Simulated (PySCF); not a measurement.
Estimate the missing entries of this data sheet.

Species: C7H10.
Atom-mapped SMILES: `[CH2:1]=[CH:2]/[CH:3]=[CH:4]\[CH:5]=[CH:6]/[CH3:7]` (hydrogens: H8, H9 on C1; H10 on C2; H11 on C3; H12 on C4; H13 on C5; H14 on C6; H15, H16, H17 on C7)

Geometry (GFN2-xTB, Å), atoms numbered from 1 in this order:
```xyz
17
C7H10 angstrom
C      3.597   -0.151   -0.210
C      2.292   -0.363   -0.043
C      1.323    0.702   -0.025
C     -0.009    0.587    0.137
C     -0.743   -0.636    0.326
C     -2.066   -0.747    0.487
C     -3.079    0.348    0.509
H      4.311   -0.956   -0.221
H      3.993    0.843   -0.341
H      1.933   -1.374    0.084
H      1.737    1.695   -0.157
H     -0.590    1.499    0.125
H     -0.161   -1.547    0.338
H     -2.484   -1.737    0.621
H     -2.634    1.328    0.375
H     -3.615    0.335    1.459
H     -3.813    0.186   -0.280
```

```json
{"property": "point group of the GFN2-xTB geometry", "level": "GFN2-xTB", "value": "Cs"}
{"property": "rotational constants A, B, C of the GFN2-xTB geometry", "level": "GFN2-xTB", "value": "11.842, 1.011, 0.937 GHz"}
{"property": "dipole moment", "level": "PBE0/def2-SVPD", "value": "0.69 D"}
{"property": "HOMO energy", "level": "PBE0/def2-SVPD", "value": "?"}
{"property": "LUMO energy", "level": "PBE0/def2-SVPD", "value": "?"}
{"property": "lowest singlet excitation", "level": "TDDFT PBE0/def2-SVPD", "value": "?"}
{"property": "lowest triplet excitation (Tamm–Dancoff)", "level": "TDA PBE0/def2-SVPD", "value": "?"}
{"property": "static isotropic polarisability", "level": "PBE0/def2-SVPD", "value": "?"}
{"property": "electronic spatial extent ⟨r²⟩ about the centre of nuclear charge", "level": "PBE0/def2-SVPD", "value": "?"}
{"property": "13C chemical shifts (computed TMS as zero) by class", "level": "GIAO PBE0/pcSseg-1", "value": "?"}
{"property": "1H chemical shifts (computed TMS as zero) by class", "level": "GIAO PBE0/pcSseg-1", "value": "7.19 (H10), 6.82 (H13), 6.60 (H12), 6.21 (H11), 5.88 (H14), 5.51 (H9), 5.46 (H8), 1.99 (H15/H16/H17) ppm"}
```

Electronic properties: PySCF, gas phase, density fitting. NMR classes are plain means over equivalent atoms (diastereotopic ones count apart unless rotation or inversion swaps them), as if these changed places fast; in this geometry the members of some classes differ.

(1) Give the electronic spatial extent ⟨r²⟩ about the centre of nuclear charge.

(2) What is the HOMO energy?

(3) What is the LUMO energy?

(4) Give the lowest singlet excitation.

(5) Give the lowest triplet excitation (Tamm–Dancoff).

(6) What are the 13C chemical shifts (computed TMS as zero) by class?

(7) What is the static isotropic polarisability?

Results:

(1) 1241 bohr².

(2) -6.07 eV.

(3) -1.26 eV.

(4) 4.69 eV (265 nm, f = 0.949).

(5) 2.48 eV.

(6) 139.7 (C2), 137.3 (C3), 137.2 (C6), 130.8 (C4), 130.4 (C5), 125.1 (C1), 16.6 (C7) ppm.

(7) 103.8 au.

The polarisability is 15.38 Å³ as a volume (1 au = 0.148185 Å³), or 2.00 au for each of the 52 electrons. The largest Löwdin shares of the HOMO are 0.18 on C3, 0.17 on C6, 0.16 on C4 and 0.15 on C1.

For the TDDFT job (PBE0/def2-SVPD), on an Arm Neoverse V1 with one thread, no GPU, shared host with 64 logical CPUs at a one-minute load of 12, this took 29 s wall and 0.96 GiB of memory at its peak.

One conformer stands for the species.
